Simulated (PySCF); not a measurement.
r2SCAN0 on Ca⁻ (calcium, charge -1), [Ar] 3d1 4s2, 2D determinant. All numbers are calculated (PySCF 2.14, the spin-free X2C one-electron Hamiltonian (Gaussian nucleus), in dyall-av3z (25s18p5d4f, 132 functions)).

```
cycle= 1 E= -680.370308492538  delta_E= -0.00709  |g|= 0.0295  |ddm|= 0.354
cycle= 2 E= -680.370982050195  delta_E= -0.000674  |g|= 0.0202  |ddm|= 0.12
cycle= 3 E= -680.371273221001  delta_E= -0.000291  |g|= 0.00399  |ddm|= 0.0507
cycle= 4 E= -680.371369505335  delta_E= -9.63e-05  |g|= 0.00239  |ddm|= 0.0441
cycle= 5 E= -680.371408187842  delta_E= -3.87e-05  |g|= 0.00058  |ddm|= 0.0377
cycle= 6 E= -680.371411201548  delta_E= -3.01e-06  |g|= 0.000216  |ddm|= 0.00718
cycle= 7 E= -680.371411648799  delta_E= -4.47e-07  |g|= 4.62e-05  |ddm|= 0.00309
cycle= 8 E= -680.371411661698  delta_E= -1.29e-08  |g|= 1.37e-05  |ddm|= 0.000799
cycle= 9 E= -680.37141166256  delta_E= -8.62e-10  |g|= 4.02e-06  |ddm|= 0.000131
converged SCF energy = -680.37141166256  <S^2> = 0.75876648  2S+1 = 2.0087474
```

Highest occupied orbital energy: 2.083 eV; ⟨L²⟩ = 6.03; populations by l: s 8.00, p 12.00, d 1.00, f 0.00.

(1) Can this result be used?

Results:

(1) With care. Self-consistency was reached. The configuration of this anion was assumed by filling the next shell in order. It is not the known or likely ground configuration (Ca⁻, Sr⁻ and Ba⁻, for instance, bind a p electron), so these values are not the electron affinity of the element. At r2SCAN0 the highest occupied level has a positive energy, so only the finite basis holds that electron.
